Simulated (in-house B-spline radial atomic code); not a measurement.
Checks on a self-consistent run for the manganese ion Mn²⁺, [He] 2s2 (2p1/2)2 (2p3/2)3 3s2 (3p1/2)1 (3p3/2)4 3d5 4s2. Level of theory: Dirac-Hartree-Fock, average of the jj configuration, Fermi nucleus of rms radius 3.7057 fm; calculated with a radial B-spline atomic code at the basis-set limit.

| orbital | q | ε (Eh) | <1/r> | <r²> | small-component weight |
| --- | --- | --- | --- | --- | --- |
| 1s1/2 | 2 | -246.53782 | 24.9516 | 0.00496793 | 0.0080857 |
| 2s1/2 | 2 | -32.07724 | 5.42702 | 0.0886762 | 0.0015222 |
| 2p1/2 | 2 | -28.05237 | 5.34614 | 0.0709715 | 0.0014883 |
| 2p3/2 | 3 | -27.74017 | 5.23183 | 0.0746642 | 0.0014554 |
| 3s1/2 | 2 | -5.29923 | 1.73507 | 0.758854 | 0.00034199 |
| 3p1/2 | 1 | -4.04501 | 1.6299 | 0.825763 | 0.00031066 |
| 3p3/2 | 4 | -3.91575 | 1.63416 | 0.847987 | 0.00031981 |
| 3d3/2 | 2 | -1.86250 | 1.37427 | 1.0598 | 0.00023309 |
| 3d5/2 | 3 | -1.91678 | 1.36916 | 1.05381 | 0.00023129 |
| 4s1/2 | 2 | -0.98717 | 0.537422 | 6.51612 | 4.9132e-05 |

Electron-electron repulsion V_ee = 391.8385 hartree.

What total energy follows from the eigenvalues?

The eigenvalues count the repulsion twice, so E = Σqε - V_ee = -738.312 - 391.838 = -1130.150 hartree; the run printed -1130.150.

Does the Dirac virial theorem hold?

For a point nucleus E = -2c²Σq·w, with w the small-component weight. Here Σq·w = 0.030091 and c = 137.0360, so the ratio E/(-2c²Σq·w) is 1.000006; the finite nucleus accounts for the departure from 1.

What diamagnetic shielding (Lamb formula) and susceptibility (Langevin formula) do the radii give?

σ = (α²/3)Σq<1/r> = 106.713/(3·137.036²) = 1894.2 ppm, and χ = -0.79199×10⁻⁶·Σq<r²> = -19.48×10⁻⁶ cm³/mol with Σq<r²> = 24.602 bohr². Both are non-relativistic formulas without the paramagnetism of open shells.
